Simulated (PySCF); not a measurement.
Radial density of Nb(13+) (niobium, charge +13)

BP86, [Ar] 3d10, closed-shell 1S. Calculation: PySCF 2.14, in an even-tempered Gaussian basis (19 s from 0.93 bohr⁻², ratio 2.5; 13 p from 1.2 bohr⁻², ratio 2.5; 9 d from 1.2 bohr⁻², ratio 2.5; 4 f from 7.9 bohr⁻², ratio 2.7; 4 g from 12 bohr⁻², ratio 2.7); scalar relativity by spin-free X2C-1e.

| r (bohr) | 4πr²ρ (e/bohr) |
| --- | --- |
| 0.0375 | 46.76 |
| 0.0631 | 45.64 |
| 0.106 | 62.82 |
| 0.179 | 45.60 |
| 0.300 | 43.80 |
| 0.505 | 32.26 |
| 0.850 | 3.434 |
| 1.43 | 0.01893 |

Densities and radii are taken from the X2C orbitals without a picture-change correction, which distorts them close to the nucleus.
